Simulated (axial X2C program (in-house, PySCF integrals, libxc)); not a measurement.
## Worked dissociation energy of LiRh⁺: B97-3, spin-free

Computed with an in-house all-electron X2C program for linear molecules (integrals from PySCF). Spin-free means the one-electron spin-free X2C Hamiltonian. Basis: Rh dyall-cv3z [12s12p8d5f3g], Li dyall-cv3z [7s8p2d] (cores contracted in-house); Gaussian nuclei, density fitting, unrestricted open shells. Masses: Rh 102.906 u, Li 7.016 u.

Molecular state: M_S = 3/2, Λ = 3 (beyond evenly filled blocks: σα, π+α, π+β, π-α, δ+α, δ+β, δ-α).

- E(Rh) (2M_S = 3, M_L = 2): -4783.350914 hartree
- E(Li+) (2M_S = 0, M_L = 0): -7.290612 hartree
- E(LiRh⁺) at Re: -4790.666084 hartree
- ωe: 236.6 cm⁻¹
- ωexe: 2.26 cm⁻¹

Task: Work out De and D0.

Result: De = -4783.350914 + (-7.290612) − (-4790.666084) = 0.02456 hartree = 0.668 eV. The zero-point energy is ωe/2 − ωexe/4 = 118 cm⁻¹ = 0.015 eV, so D0 = 0.654 eV.

Dissociation energies refer to the lowest single-determinant-based atoms at the same level and basis. Without a current term, density functionals place determinants with orbital angular momentum somewhat too high. The atomic limit has a lower orbital projection than the molecule and lies lower at mean-field level, so De may be about a tenth of an eV too small. The state is one determinant with fixed occupations, lowest in a PBE0 search at one distance only: followed along the bond, the spin-free determinant M_S = 3/2, Λ = 2 reaches 0.02 eV lower at PBE0, at Re = 2.874 Å, so the state shown is not the lowest.

Each atomic determinant is the lowest at this level and need not be a pure term. Totals compare only within one Hamiltonian and basis.
